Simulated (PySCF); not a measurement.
TlOCl, singlet: structure and spectrum

Method: PBE0/[Tl def2-TZVP with ECP60, O def2-TZVP, Cl def2-TZVP], scalar-relativistic core potentials, density fitting, no spin–orbit coupling, PySCF.

The structure is a minimum.

```xyz
3
charge 0 multiplicity 1, angstrom
Tl    0.0000    0.0000   -0.1990
O     0.0000    0.0000   -2.0620
Cl    0.0000    0.0000    2.1109
```

| Quantity | Value |
| --- | --- |
| Point group | C∞v |
| Bond lengths | Tl–Cl 2.310 Å, Tl–O 1.863 Å |
| Bond angles | Cl–Tl–O 180.0° |
| Rotational symmetry number | 1 |
| Atomisation energy without zero-point energy | 549 kJ/mol |
| Lowest empty level | -2.74 eV |
| Principal polarisabilities | 33.6, 33.6, 79.4 bohr³ |
| Heat capacity Cp at 298.15 K | 54.7 J/(mol K) |
| Dipole moment | 2.49 D |
| Entropy at 298.15 K and 1 bar | 282.3 J/(mol K) |
| Zero-point energy | 8.3 kJ/mol |
| Rotational constants | 0.07268 cm⁻¹ |
| Principal quadrupole moments (Buckingham, traceless) about the centre of mass | -14.56, 7.28, 7.28 D Å |
| Enthalpy at 298.15 K above 0 K | 13.35 kJ/mol |
| Highest occupied level | -7.93 eV |

Harmonic modes (masses in u: Tl 204.974, O 15.995, Cl 34.969):
| symmetry | ω (cm⁻¹) | IR (km/mol, summed over degenerate members) | μ (u) | type |
| --- | --- | --- | --- | --- |
| π | 134 | 35.2 | 21.48 | bend |
| σ+ | 364 | 30.3 | 37.20 | stretch |
| σ+ | 756 | 44.1 | 17.42 | stretch |

In C∞v the vibrations span π + 2σ+.

Charges (e):
```tsv
atom	Mulliken	Löwdin	polar tensor	Mayer order to Tl1
Tl1	0.82	0.26	1.04	–
O2	-0.54	-0.38	-0.57	1.74
Cl3	-0.28	0.12	-0.47	0.99
```

Mulliken populations on Tl1 (electrons outside its core potential): s 3.29, p 6.79, d 10.01, f 0.10.

Outer orbital energies (eV). occupied: -19.33, -18.71, -12.78, -9.98, -9.98, -9.82, -7.93, -7.93; empty: -2.74, -1.32, -1.32, 1.10.

Counting electrons, thallium keeps none of its valence electrons outside its bonds, so the VSEPR class is AX2 and the expected shape is linear; with unlike ligands the computed point group is C∞v.

Only a few start shapes were tried, so a lower isomer may exist. With an element this heavy the missing spin–orbit coupling can shift these numbers.

The final relaxation and frequency run took about 80 core-seconds on a shared host.
